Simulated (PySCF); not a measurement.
First SCF of a structure search on singlet HCoO₂, at a hand-made trigonal pyramidal geometry. PySCF input:

```python
from pyscf import gto, scf, dft
mol = gto.M(atom='''
Co     0.000000     0.000000     0.000000
O     -0.706400     1.223400     0.751200
O     -0.706400    -1.223400     0.751200
H      1.262600     0.000000     0.671300''',
    basis={'Co': 'def2-TZVP', 'O': 'def2-TZVP', 'H': 'def2-TZVP'},
    charge=0, spin=0)
mf = dft.RKS(mol, xc='PBE0')
mf.grids.atom_grid = (50, 194)
aux = {'Co': 'def2-universal-JKFIT', 'O': 'def2-universal-JKFIT', 'H': 'def2-universal-JKFIT'}
mf = mf.density_fit(auxbasis=aux)
mf.conv_tol = 1e-08
mf.diis_space = 10
mf.max_cycle = 60
mf.init_guess = 'minao'
mf.verbose = 4
mf.kernel()
```

Excerpt of the output (cycles and frontier levels):

```
init E= -1532.45519309825
  HOMO = 0.146992241060253  LUMO = 0.169004703990278  gap/eV = 0.59899
cycle= 1 E= -1517.02850506817  delta_E= 15.4  |g|= 8.07  |ddm|= 13.1
  HOMO = -1.24031373678354  LUMO = -1.08563124995239  gap/eV = 4.20912
cycle= 2 E= -1468.37425464835  delta_E= 48.7  |g|= 19.6  |ddm|=   19
  HOMO = -0.743942682692569  LUMO = -0.675454635016324  gap/eV = 1.86365
cycle= 3 E= -1513.04573484417  delta_E= -44.7  |g|= 13.1  |ddm|= 9.92
  HOMO = -0.624226247486635  LUMO = -0.536827460843336  gap/eV = 2.37824
cycle= 4 E= -1517.44850970501  delta_E= -4.4  |g|= 11.2  |ddm|= 2.22
  HOMO = -0.777418834431295  LUMO = -0.730452564717239  gap/eV = 1.27802
cycle= 5 E= -1524.83469375948  delta_E= -7.39  |g|= 8.65  |ddm|= 5.99
  HOMO = -0.514678638304613  LUMO = -0.44238308390764  gap/eV = 1.96726
cycle= 6 E= -1526.51356839105  delta_E= -1.68  |g|=  7.3  |ddm|= 1.47
  HOMO = -0.576089742745699  LUMO = -0.517295775312502  gap/eV = 1.59987
... 48 lines left out ...
cycle= 31 E= -1533.29241456522  delta_E= -1.72e-07  |g|= 5.29e-05  |ddm|= 0.00379
  HOMO = -0.298176495006751  LUMO = -0.201189202396975  gap/eV = 2.63916
cycle= 32 E= -1533.29241469572  delta_E= -1.31e-07  |g|= 4.02e-05  |ddm|= 0.00542
  HOMO = -0.298172432636271  LUMO = -0.201188826738701  gap/eV = 2.63906
cycle= 33 E= -1533.29241471284  delta_E= -1.71e-08  |g|= 1.65e-05  |ddm|= 0.00235
  HOMO = -0.298171385147342  LUMO = -0.20119019938798  gap/eV = 2.63899
cycle= 34 E= -1533.29241471322  delta_E= -3.83e-10  |g|= 4.43e-06  |ddm|= 0.00034
  HOMO = -0.298170894597302  LUMO = -0.201189573385207  gap/eV = 2.63900
Extra cycle  E= -1533.29241471315  delta_E= 7.37e-11  |g|= 2.74e-05  |ddm|= 9.9e-06
converged SCF energy = -1533.29241471315
```

No lower solution of this spin was found from smeared starts or by a stability analysis within the restricted form, which does not test spin polarisation.

At the minimum of this search the closed-shell solution is unstable towards spin polarisation, so a lower open-shell solution exists.

The search for the lowest solution, 3 starts and the stability check together, took 8.4 s on 4 threads of a shared Arm Neoverse V2 host, with 113 basis functions; the process peaked at 0.49 GiB. Launch command: `OMP_NUM_THREADS=4 python axn.py task.json out`.
